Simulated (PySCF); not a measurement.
Compound: C5H14GaN.
Cartesian coordinates in Å at the PBE0-D3(BJ)/def2-SVP level; atoms count from 1:
```xyz
21
C5H14GaN angstrom
C     -1.4661    1.7275    0.5382
C     -1.6198    0.9347   -0.7518
C     -0.3813    0.1503   -1.1065
C     -0.4611   -1.1052   -1.9094
C     -0.1014   -1.1837   -0.4433
Ga     1.7321   -1.5986    0.1632
N      1.8799    0.0085    1.5934
H     -1.2543    1.0570    1.3881
H     -2.3741    2.2986    0.7855
H     -0.6365    2.4514    0.4643
H     -1.8788    1.6201   -1.5786
H     -2.4694    0.2362   -0.6574
H      0.4949    0.7842   -1.3106
H     -1.4564   -1.4442   -2.2159
H      0.3182   -1.2950   -2.6548
H     -0.9291   -1.5369    0.1875
H      2.8751   -1.1300   -0.8349
H      1.9982   -2.8261    1.1277
H      1.3090   -0.1739    2.4181
H      2.8332    0.1898    1.9064
H      1.5209    0.8574    1.1552
```

Level of theory: TDDFT CAM-B3LYP/def2-SVPD, vertical, gas phase, core orbitals frozen in the response in PySCF. The CAM-B3LYP/def2-SVPD calculation is non-relativistic and has no spin–orbit coupling, an omission that weighs most on gallium.

Kohn–Sham orbitals with the atoms that hold most of them (Löwdin shares over 4%, at most four atoms; ? is withheld):

| orbital | ε (eV) | atoms |
| --- | --- | --- |
| HOMO-3 | -9.66 | C3 19%, C4 19%, C5 16%, Ga6 10% |
| HOMO-2 | -9.09 | C5 36%, C4 22%, C3 16%, C2 5% |
| HOMO-1 | -8.73 | ? |
| HOMO | -8.05 | C5 29%, Ga6 19%, C3 15%, C4 12% |
| LUMO | 0.35 | ? |
| LUMO+1 | 1.48 | Ga6 56%, H18 6%, C4 6%, H17 5% |
| LUMO+2 | 1.52 | C1 20%, Ga6 14%, H9 9%, H10 7% |

(1) Give the leading atoms of the HOMO-1.

(2) Which atoms hold the LUMO, and with what shares?

(3) The HOMO–LUMO gap is 8.41 eV. Where does the response calculation put the lowest singlet, and from which orbitals?

(4) One configuration dominates each of S1, S2, S4 and S7. Which, and how do the shares of the two leading atoms of either orbital change from the occupied to the empty one?

Results:

(1) Ga6 (bonded to C, N and 2 H) 36%; H17 (bonded to Ga) 30%; H18 (bonded to Ga) 17%; C5 (bonded to 2 C, Ga and H) 8%. By element: hydrogen 47% or more, gallium 36%, carbon 8% or more.

(2) Ga6 (bonded to C, N and 2 H) 27%; H19 (bonded to N) 14%; H20 (bonded to N) 13%; N7 (bonded to Ga and 3 H) 13%. By element: hydrogen 27% or more, gallium 27%, nitrogen 13%.

(3) S1 is at 5.92 eV (f = 0.015), 2.49 eV below the gap, made of HOMO→LUMO (90%). 

(4) 
- S1 (5.92 eV, f 0.015), HOMO→LUMO (90%): C5 29% → at most 13%, Ga6 19% → 27%, H19 at most 13% → 14%
- S2 (6.39 eV, f 0.018), HOMO-1→LUMO (87%): Ga6 36% → 27%, H17 30% → at most 13%, H19 at most 8% → 14%
- S4 (7.03 eV, f 0.032), HOMO-2→LUMO (83%): C5 36% → at most 13%, C4 22% → at most 13%, Ga6 at most 6% → 27%, H19 at most 6% → 14%
- S7 (7.37 eV, f 0.052), HOMO-1→LUMO+1 (70%): Ga6 36% → 56%, H17 30% → 5%, H18 17% → 6%

Löwdin shares depend on the basis, the more so with diffuse functions.

One conformer stands for the species.
